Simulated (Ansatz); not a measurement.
C$_{4}$H$_{10}$O$_{2}$, triplet, at the geometry of the source list (a higher spin typed on purpose: for a closed-shell molecule this is an excited state); SC-NEVPT2/STO-3G, CASSCF(2,3) run with Ansatz (an electronic-structure program).

The Ansatz input:
Ansatz 0.2 input:
```yaml
crystal:
  periodic: [false, false, false]
  atoms:
    - {symbol: C, position_ang: [2.54330000, 0.43840000, -0.00850000]}
    - {symbol: O, position_ang: [1.36920000, -0.18550000, 0.43880000]}
    - {symbol: C, position_ang: [0.22780000, 0.17440000, -0.30970000]}
    - {symbol: C, position_ang: [-0.97380000, -0.56200000, 0.29310000]}
    - {symbol: C, position_ang: [-2.25720000, -0.24850000, -0.46400000]}
    - {symbol: O, position_ang: [-1.14720000, -0.18290000, 1.63860000]}
    - {symbol: H, position_ang: [2.46590000, 1.53070000, 0.06460000]}
    - {symbol: H, position_ang: [3.34900000, 0.08700000, 0.63270000]}
    - {symbol: H, position_ang: [2.76220000, 0.17180000, -1.04990000]}
    - {symbol: H, position_ang: [0.06450000, 1.26170000, -0.25140000]}
    - {symbol: H, position_ang: [0.35630000, -0.10350000, -1.36610000]}
    - {symbol: H, position_ang: [-0.76480000, -1.64350000, 0.24120000]}
    - {symbol: H, position_ang: [-2.45870000, 0.81850000, -0.41610000]}
    - {symbol: H, position_ang: [-2.17040000, -0.55350000, -1.50250000]}
    - {symbol: H, position_ang: [-3.08580000, -0.77640000, -0.00140000]}
    - {symbol: H, position_ang: [-0.28040000, -0.22680000, 2.06060000]}
basis:
  gaussian:
    orbitals: STO-3G
correlation: {method: sc_nevpt2, electrons: all, active_space: {window: {electrons: 2, orbitals: 3}}}
magnetization: {spin_polarized: false, initial_magnetization: 2}
```

It wrote (shortened):

```
Functional definition: HF
577 factors; integrals over basis functions are off by at most 3.8e-5 eV
mean field evaluation 1: about -8230.8589 eV, gradient 2.6e1 eV
mean field evaluation 2: about -8231.4137 eV, gradient 2.6e1 eV
mean field evaluation 4: about -8234.7736 eV, gradient 2.1e1 eV
mean field evaluation 8: about -8238.4885 eV, gradient 2.3e0 eV
mean field evaluation 16: about -8238.5314 eV, gradient 3.7e-6 eV
mean field evaluation 32: about -8238.2079 eV, gradient 1.2e0 eV
mean field -8238.53140850 eV, -302.7604449853 hartree, gradient 1.4e-6 eV, S^2 2.000000; 3 other end points of the search recorded, 0 dependent functions left out
reference -8238.53140850 eV, -302.7604449853 hartree; 26, 24 occupied and 14, 16 virtual orbitals, 577 factors
state -8238.53140850 eV, -302.7604449853 hartree
state -8238.53140850 eV, -302.7604449853 hartree; corrected -8245.73846083 eV, -303.0252992732 hartree
state -8238.22796414 eV, -302.7492936107 hartree
state -8238.22796414 eV, -302.7492936107 hartree; corrected -8245.39105190 eV, -303.0125322307 hartree
state -8238.53140850 eV, -302.7604449853 hartree; corrected -8245.73846083 eV, -303.0252992732 hartree
WARN: 1 active orbitals are nearly empty or full. The corrections depend on them more than the energy does, and are more stable in an active space without them
Total energy: -8245.73846083 eV, -303.0252992732 hartree
```
